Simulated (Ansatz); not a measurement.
A short molecular-dynamics run on C$_{3}$H$_{7}$AlCl$_{2}$O, SMILES `CC(C)[O][Al]([Cl])[Cl]`.

```yaml
crystal:
  periodic: [false, false, false]
  atoms:
    - {symbol: C, position_ang: [-1.175786, -0.729783, 0.755018]}
    - {symbol: C, position_ang: [0.195082, -0.083834, 0.782853]}
    - {symbol: C, position_ang: [1.249472, -0.942913, 0.113820]}
    - {symbol: O, position_ang: [0.150279, 1.197033, 0.189507]}
    - {symbol: Al, position_ang: [-0.167955, 1.890955, -1.287181]}
    - {symbol: Cl, position_ang: [-0.041497, 3.953555, -1.457508]}
    - {symbol: Cl, position_ang: [-0.687406, 0.779393, -2.971238]}
    - {symbol: H, position_ang: [-1.914343, -0.080295, 1.229263]}
    - {symbol: H, position_ang: [-1.488306, -0.922361, -0.275790]}
    - {symbol: H, position_ang: [-1.165678, -1.682543, 1.289484]}
    - {symbol: H, position_ang: [0.485580, 0.077873, 1.828180]}
    - {symbol: H, position_ang: [1.345974, -1.904457, 0.623385]}
    - {symbol: H, position_ang: [2.220866, -0.444828, 0.138133]}
    - {symbol: H, position_ang: [0.980720, -1.136996, -0.928926]}
basis:
  gaussian: {orbitals: def2-SVP}
hamiltonian: {xc: {name: r2SCAN}, dispersion: rvv10}
md: {timestep: 0.5 fs, n_steps: 30, ensemble: nve, temperature: 500, initial_velocities: maxwell_boltzmann, seed: 839}
```

```sh
$ ansatz run in.yaml --threads 4 --pin off --events-out ev --progress --plain --max-ram 11315MiB
```

| step | time (fs) | potential energy (eV) | kinetic (eV) | T (K) | conserved (eV) |
| --- | --- | --- | --- | --- | --- |
| 0 | 0.0 | -36897.6712 | 0.7756 | 500 | -36896.8957 |
| 1 | 0.5 | -36897.6657 | 0.7702 | 497 | -36896.8956 |
| 2 | 1.0 | -36897.6272 | 0.7324 | 472 | -36896.8949 |
| 3 | 1.5 | -36897.5662 | 0.6724 | 433 | -36896.8939 |
| 4 | 2.0 | -36897.4978 | 0.6048 | 390 | -36896.8930 |
| 5 | 2.5 | -36897.4357 | 0.5432 | 350 | -36896.8925 |
| 6 | 3.0 | -36897.3884 | 0.4961 | 320 | -36896.8924 |
| 7 | 3.5 | -36897.3581 | 0.4656 | 300 | -36896.8925 |
| 8 | 4.0 | -36897.3420 | 0.4492 | 290 | -36896.8929 |
| 9 | 4.5 | -36897.3348 | 0.4415 | 285 | -36896.8932 |
| 10 | 5.0 | -36897.3303 | 0.4367 | 282 | -36896.8936 |
| 11 | 5.5 | -36897.3225 | 0.4286 | 276 | -36896.8939 |
| 12 | 6.0 | -36897.3065 | 0.4124 | 266 | -36896.8941 |
| 13 | 6.5 | -36897.2799 | 0.3859 | 249 | -36896.8940 |
| 14 | 7.0 | -36897.2444 | 0.3508 | 226 | -36896.8936 |
| 15 | 7.5 | -36897.2070 | 0.3141 | 202 | -36896.8929 |
| 16 | 8.0 | -36897.1786 | 0.2864 | 185 | -36896.8922 |
| 17 | 8.5 | -36897.1704 | 0.2785 | 180 | -36896.8918 |
| 18 | 9.0 | -36897.1883 | 0.2963 | 191 | -36896.8920 |
| 19 | 9.5 | -36897.2297 | 0.3369 | 217 | -36896.8928 |
| 20 | 10.0 | -36897.2827 | 0.3888 | 251 | -36896.8938 |
| 21 | 10.5 | -36897.3308 | 0.4361 | 281 | -36896.8948 |
| 22 | 11.0 | -36897.3600 | 0.4648 | 300 | -36896.8952 |
| 23 | 11.5 | -36897.3638 | 0.4689 | 302 | -36896.8949 |
| 24 | 12.0 | -36897.3464 | 0.4522 | 292 | -36896.8941 |
| 25 | 12.5 | -36897.3191 | 0.4258 | 275 | -36896.8933 |
| 26 | 13.0 | -36897.2950 | 0.4023 | 259 | -36896.8927 |
| 27 | 13.5 | -36897.2831 | 0.3906 | 252 | -36896.8926 |
| 28 | 14.0 | -36897.2862 | 0.3935 | 254 | -36896.8927 |
| 29 | 14.5 | -36897.3017 | 0.4087 | 263 | -36896.8930 |
| 30 | 15.0 | -36897.3249 | 0.4316 | 278 | -36896.8933 |

Velocities are drawn at the set temperature; a run this short doesn't reach equilibrium.

Frames (Å, forces in eV/Å):

```xyz
14
time=0.0 fs
C    -1.176   -0.730    0.755    0.124    0.057    0.021
C     0.195   -0.084    0.783   -0.023   -0.029   -0.080
C     1.249   -0.943    0.114   -0.088    0.075    0.077
O     0.150    1.197    0.190    0.076   -0.070    0.322
Al   -0.168    1.891   -1.287   -0.064    0.179   -0.308
Cl   -0.041    3.954   -1.458    0.014    0.197   -0.008
Cl   -0.687    0.779   -2.971   -0.051   -0.132   -0.153
H    -1.914   -0.080    1.229   -0.219    0.192    0.134
H    -1.488   -0.922   -0.276   -0.087   -0.044   -0.309
H    -1.166   -1.683    1.289   -0.017   -0.272    0.149
H     0.486    0.078    1.828    0.089    0.023    0.331
H     1.346   -1.904    0.623    0.043   -0.277    0.133
H     2.221   -0.445    0.138    0.284    0.147    0.002
H     0.981   -1.137   -0.929   -0.083   -0.045   -0.310
14
time=1.0 fs
C    -1.171   -0.721    0.755   -0.751   -0.379    0.061
C     0.193   -0.081    0.789    0.164   -0.036   -0.053
C     1.251   -0.950    0.114    0.287    1.435   -0.828
O     0.152    1.195    0.189    0.122    0.020    0.280
Al   -0.175    1.890   -1.288   -0.015    0.173   -0.232
Cl   -0.040    3.954   -1.457    0.003    0.168   -0.006
Cl   -0.685    0.779   -2.974   -0.064   -0.137   -0.169
H    -1.938   -0.105    1.275    0.263    0.023   -0.364
H    -1.499   -0.948   -0.290    0.109    0.202    0.421
H    -1.155   -1.671    1.312    0.055   -0.137   -0.087
H     0.463    0.086    1.847    0.141   -0.044    0.053
H     1.340   -1.908    0.571    0.116   -1.153    0.701
H     2.248   -0.440    0.152   -0.534   -0.300   -0.068
H     0.975   -1.126   -0.951    0.105    0.163    0.288
14
time=2.0 fs
C    -1.166   -0.712    0.754   -1.501   -0.865    0.254
C     0.191   -0.078    0.795    0.339   -0.040    0.017
C     1.253   -0.957    0.113    0.506    2.254   -1.332
O     0.155    1.193    0.188    0.166    0.114    0.232
Al   -0.182    1.889   -1.288    0.036    0.167   -0.152
Cl   -0.039    3.954   -1.456   -0.008    0.138   -0.003
Cl   -0.683    0.779   -2.976   -0.078   -0.142   -0.183
H    -1.958   -0.130    1.317    0.674   -0.067   -0.810
H    -1.508   -0.971   -0.300    0.267    0.419    0.953
H    -1.143   -1.660    1.335    0.109    0.010   -0.326
H     0.443    0.094    1.867    0.186   -0.109   -0.245
H     1.335   -1.922    0.524    0.139   -1.582    0.983
H     2.271   -0.438    0.164   -1.085   -0.610   -0.132
H     0.971   -1.114   -0.971    0.249    0.313    0.744
14
time=3.0 fs
C    -1.163   -0.704    0.754   -1.972   -1.329    0.545
C     0.189   -0.074    0.801    0.466   -0.064    0.054
C     1.255   -0.961    0.112    0.556    2.145   -1.282
O     0.157    1.191    0.187    0.203    0.215    0.176
Al   -0.188    1.889   -1.289    0.088    0.160   -0.070
Cl   -0.038    3.955   -1.455   -0.019    0.108   -0.001
Cl   -0.681    0.779   -2.978   -0.090   -0.147   -0.193
H    -1.973   -0.156    1.351    0.915   -0.034   -1.118
H    -1.514   -0.990   -0.301    0.353    0.566    1.198
H    -1.131   -1.649    1.354    0.142    0.102   -0.516
H     0.423    0.101    1.884    0.241   -0.155   -0.482
H     1.331   -1.951    0.487    0.092   -1.214    0.898
H     2.283   -0.442    0.176   -1.303   -0.744   -0.177
H     0.969   -1.099   -0.984    0.327    0.391    0.968
14
time=4.0 fs
C    -1.161   -0.697    0.754   -2.092   -1.689    0.873
C     0.188   -0.071    0.807    0.529   -0.124    0.005
C     1.258   -0.964    0.109    0.403    1.317   -0.835
O     0.160    1.190    0.187    0.232    0.321    0.112
Al   -0.195    1.888   -1.290    0.141    0.155    0.014
Cl   -0.037    3.955   -1.454   -0.030    0.079    0.001
Cl   -0.679    0.779   -2.981   -0.101   -0.151   -0.201
H    -1.979   -0.181    1.375    0.949    0.114   -1.244
H    -1.518   -1.004   -0.291    0.350    0.622    1.140
H    -1.117   -1.637    1.368    0.155    0.099   -0.624
H     0.407    0.106    1.896    0.311   -0.174   -0.601
H     1.328   -1.992    0.459    0.007   -0.268    0.609
H     2.283   -0.453    0.186   -1.185   -0.702   -0.191
H     0.970   -1.081   -0.988    0.331    0.402    0.942
14
time=5.0 fs
C    -1.161   -0.692    0.755   -1.838   -1.897    1.201
C     0.187   -0.068    0.813    0.527   -0.226   -0.158
C     1.261   -0.966    0.106    0.000    0.282   -0.216
O     0.162    1.188    0.187    0.250    0.427    0.043
Al   -0.202    1.888   -1.290    0.194    0.151    0.098
Cl   -0.035    3.956   -1.453   -0.042    0.050    0.002
Cl   -0.677    0.779   -2.983   -0.111   -0.155   -0.204
H    -1.976   -0.206    1.386    0.766    0.357   -1.170
H    -1.518   -1.012   -0.270    0.253    0.572    0.780
H    -1.101   -1.625    1.376    0.149   -0.007   -0.632
H     0.393    0.110    1.903    0.393   -0.162   -0.581
H     1.325   -2.034    0.436   -0.071    0.741    0.325
H     2.272   -0.470    0.194   -0.735   -0.490   -0.162
H     0.974   -1.058   -0.983    0.265    0.356    0.674
14
time=6.0 fs
C    -1.163   -0.688    0.757   -1.220   -1.946    1.501
C     0.187   -0.066    0.820    0.474   -0.359   -0.440
C     1.264   -0.967    0.102   -0.648   -0.605    0.440
O     0.165    1.187    0.186    0.255    0.525   -0.024
Al   -0.209    1.887   -1.291    0.247    0.147    0.178
Cl   -0.034    3.957   -1.453   -0.053    0.022    0.003
Cl   -0.674    0.779   -2.986   -0.120   -0.158   -0.204
H    -1.965   -0.227    1.387    0.374    0.674   -0.889
H    -1.516   -1.015   -0.242    0.067    0.414    0.150
H    -1.085   -1.612    1.378    0.126   -0.199   -0.545
H     0.383    0.112    1.905    0.479   -0.122   -0.426
H     1.321   -2.070    0.417   -0.125    1.468    0.137
H     2.254   -0.492    0.200    0.006   -0.137   -0.083
H     0.981   -1.032   -0.971    0.138    0.276    0.202
14
time=7.0 fs
C    -1.165   -0.685    0.761   -0.337   -1.879    1.719
C     0.187   -0.063    0.825    0.399   -0.502   -0.810
C     1.267   -0.969    0.099   -1.396   -1.182    1.033
O     0.168    1.186    0.186    0.247    0.603   -0.082
Al   -0.215    1.887   -1.291    0.300    0.143    0.252
Cl   -0.033    3.957   -1.452   -0.065   -0.004    0.003
Cl   -0.672    0.778   -2.989   -0.128   -0.160   -0.201
H    -1.951   -0.242    1.380   -0.175    1.023   -0.438
H    -1.513   -1.014   -0.213   -0.169    0.184   -0.636
H    -1.067   -1.602    1.375    0.082   -0.432   -0.386
H     0.378    0.113    1.902    0.556   -0.063   -0.173
H     1.316   -2.092    0.398   -0.158    1.810    0.052
H     2.236   -0.516    0.206    0.863    0.269    0.035
H     0.989   -1.003   -0.958   -0.018    0.189   -0.369
14
time=8.0 fs
C    -1.168   -0.684    0.765    0.555   -1.773    1.760
C     0.187   -0.061    0.830    0.332   -0.625   -1.198
C     1.268   -0.972    0.097   -1.926   -1.295    1.424
O     0.171    1.185    0.185    0.223    0.654   -0.122
Al   -0.222    1.886   -1.292    0.351    0.139    0.317
Cl   -0.032    3.958   -1.451   -0.077   -0.029    0.003
Cl   -0.670    0.778   -2.991   -0.135   -0.158   -0.196
H    -1.939   -0.247    1.368   -0.726    1.317    0.054
H    -1.511   -1.011   -0.189   -0.363   -0.024   -1.310
H    -1.048   -1.596    1.369    0.011   -0.640   -0.197
H     0.378    0.113    1.898    0.609   -0.002    0.104
H     1.310   -2.097    0.381   -0.180    1.762    0.054
H     2.226   -0.536    0.212    1.471    0.557    0.146
H     0.997   -0.973   -0.948   -0.145    0.117   -0.840
14
time=9.0 fs
C    -1.170   -0.685    0.771    1.083   -1.679    1.554
C     0.188   -0.059    0.834    0.307   -0.698   -1.499
C     1.268   -0.976    0.096   -1.931   -0.774    1.458
O     0.174    1.185    0.185    0.184    0.670   -0.140
Al   -0.228    1.886   -1.292    0.399    0.136    0.369
Cl   -0.031    3.958   -1.450   -0.088   -0.054    0.003
Cl   -0.668    0.778   -2.994   -0.142   -0.155   -0.188
H    -1.934   -0.239    1.357   -1.026    1.417    0.378
H    -1.513   -1.008   -0.178   -0.404   -0.093   -1.546
H    -1.029   -1.595    1.360   -0.097   -0.752   -0.027
H     0.383    0.114    1.895    0.619    0.044    0.306
H     1.302   -2.086    0.364   -0.198    1.306    0.138
H     2.230   -0.552    0.220    1.471    0.578    0.185
H     1.004   -0.941   -0.946   -0.178    0.055   -0.989
14
time=10.0 fs
C    -1.171   -0.687    0.778    1.006   -1.571    1.157
C     0.188   -0.058    0.837    0.345   -0.708   -1.620
C     1.266   -0.980    0.096   -1.421    0.414    1.071
O     0.178    1.185    0.184    0.133    0.649   -0.136
Al   -0.234    1.886   -1.292    0.441    0.133    0.404
Cl   -0.030    3.959   -1.449   -0.100   -0.077    0.003
Cl   -0.666    0.777   -2.997   -0.148   -0.148   -0.179
H    -1.938   -0.218    1.349   -0.884    1.205    0.379
H    -1.519   -1.006   -0.181   -0.251    0.017   -1.214
H    -1.011   -1.602    1.351   -0.244   -0.720    0.085
H     0.395    0.115    1.895    0.573    0.057    0.347
H     1.292   -2.062    0.348   -0.212    0.431    0.299
H     2.247   -0.562    0.229    0.862    0.344    0.135
H     1.008   -0.909   -0.953   -0.100   -0.029   -0.731
14
time=11.0 fs
C    -1.172   -0.690    0.786    0.453   -1.388    0.711
C     0.189   -0.058    0.839    0.443   -0.660   -1.531
C     1.264   -0.984    0.096   -0.702    2.006    0.394
O     0.181    1.186    0.184    0.070    0.595   -0.113
Al   -0.240    1.885   -1.293    0.477    0.133    0.423
Cl   -0.029    3.959   -1.448   -0.111   -0.100    0.003
Cl   -0.665    0.777   -3.000   -0.154   -0.138   -0.167
H    -1.950   -0.185    1.344   -0.361    0.708    0.118
H    -1.527   -1.004   -0.196    0.021    0.226   -0.510
H    -0.996   -1.616    1.343   -0.419   -0.542    0.126
H     0.412    0.116    1.897    0.466    0.035    0.208
H     1.280   -2.034    0.335   -0.224   -0.735    0.502
H     2.273   -0.569    0.239   -0.002    0.018    0.037
H     1.012   -0.878   -0.967    0.042   -0.160   -0.201
14
time=12.0 fs
C    -1.172   -0.694    0.795   -0.210   -1.123    0.314
C     0.191   -0.058    0.839    0.573   -0.577   -1.279
C     1.260   -0.987    0.097   -0.060    3.390   -0.287
O     0.185    1.187    0.183   -0.003    0.516   -0.077
Al   -0.246    1.885   -1.292    0.508    0.136    0.424
Cl   -0.027    3.960   -1.448   -0.122   -0.122    0.003
Cl   -0.663    0.776   -3.003   -0.158   -0.125   -0.151
H    -1.966   -0.146    1.341    0.278    0.085   -0.204
H    -1.535   -0.999   -0.215    0.295    0.415    0.239
H    -0.984   -1.634    1.336   -0.593   -0.264    0.114
H     0.433    0.118    1.902    0.313   -0.011   -0.052
H     1.266   -2.013    0.327   -0.241   -1.745    0.650
H     2.299   -0.576    0.250   -0.757   -0.251   -0.054
H     1.017   -0.847   -0.983    0.178   -0.324    0.359
14
time=13.0 fs
C    -1.173   -0.699    0.804   -0.686   -0.810   -0.009
C     0.193   -0.059    0.838    0.695   -0.488   -0.954
C     1.257   -0.987    0.098    0.370    3.832   -0.682
O     0.188    1.188    0.182   -0.082    0.425   -0.037
Al   -0.252    1.885   -1.292    0.532    0.142    0.411
Cl   -0.026    3.960   -1.447   -0.133   -0.142    0.003
Cl   -0.661    0.776   -3.006   -0.160   -0.111   -0.130
H    -1.980   -0.107    1.336    0.795   -0.486   -0.425
H    -1.540   -0.991   -0.233    0.490    0.513    0.807
H    -0.978   -1.656    1.331   -0.738    0.042    0.082
H     0.458    0.119    1.906    0.138   -0.063   -0.332
H     1.249   -2.008    0.325   -0.257   -1.975    0.615
H     2.318   -0.585    0.260   -1.224   -0.396   -0.107
H     1.023   -0.820   -0.996    0.259   -0.483    0.759
14
time=14.0 fs
C    -1.174   -0.705    0.813   -0.862   -0.473   -0.262
C     0.195   -0.059    0.837    0.775   -0.417   -0.643
C     1.254   -0.984    0.099    0.539    3.118   -0.688
O     0.192    1.189    0.181   -0.167    0.331    0.001
Al   -0.257    1.885   -1.292    0.552    0.150    0.384
Cl   -0.025    3.961   -1.446   -0.143   -0.161    0.003
Cl   -0.659    0.775   -3.009   -0.162   -0.095   -0.104
H    -1.985   -0.071    1.326    1.082   -0.901   -0.487
H    -1.541   -0.978   -0.242    0.578    0.506    1.104
H    -0.979   -1.676    1.326   -0.830    0.306    0.062
H     0.484    0.120    1.908   -0.030   -0.102   -0.542
H     1.231   -2.022    0.329   -0.245   -1.252    0.373
H     2.325   -0.598    0.269   -1.360   -0.410   -0.112
H     1.031   -0.798   -1.001    0.273   -0.600    0.911
14
time=15.0 fs
C    -1.175   -0.711    0.822   -0.735   -0.126   -0.440
C     0.198   -0.061    0.835    0.793   -0.381   -0.403
C     1.251   -0.978    0.099    0.421    1.749   -0.408
O     0.195    1.191    0.181   -0.254    0.241    0.031
Al   -0.263    1.885   -1.291    0.570    0.159    0.348
Cl   -0.024    3.961   -1.445   -0.153   -0.178    0.003
Cl   -0.657    0.775   -3.012   -0.162   -0.077   -0.073
H    -1.981   -0.044    1.313    1.118   -1.114   -0.394
H    -1.536   -0.960   -0.242    0.558    0.407    1.112
H    -0.988   -1.694    1.321   -0.858    0.478    0.074
H     0.509    0.120    1.904   -0.166   -0.118   -0.624
H     1.209   -2.047    0.337   -0.188   -0.077    0.042
H     2.319   -0.615    0.278   -1.165   -0.309   -0.064
H     1.042   -0.781   -0.998    0.222   -0.653    0.796
```

Hardware: 4 threads of an Arm Neoverse V1 on a shared host. Wall time 4.5 min, peak host memory 0.28 GiB.
